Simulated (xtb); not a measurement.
CAuClO, singlet, geometry from GFN2-xTB (such geometries of metal compounds can be far from the true shape), atoms displaced at random by about 0.02 Å a coordinate. Base run: GFN2-xTB (xtb).

xtb was given this input:
```
$ xtb mol.xyz --gfn 2 --opt --json

# file mol.xyz
4

Au     0.03149050    -0.03586544    -0.00167093
Cl    -0.20508368     1.57015228    -1.44999273
O      0.27207542    -2.24739743     1.99695814
C      0.17472464    -1.36350733     1.27037077
```

Each row names what was changed in the base input (with any setting that the change needs).

| change | ΔE vs base (kcal/mol) | optimiser steps |
|---|---|---|
| base | 0.000 | 9 |
| alpb = hexane | -5.79 | 9 |
| engine = lbfgs | 0.000 | - |
| opt level = vtight | 0.000 | 11 |
| engine = inertial | 0.004 | - |
| opt level = tight | 0.000 | 10 |
| opt level = crude | 0.339 | 2 |
| alpb = toluene | -6.82 | 10 |
| opt level = lax | 0.022 | 5 |
| opt level = loose | 0.022 | 5 |
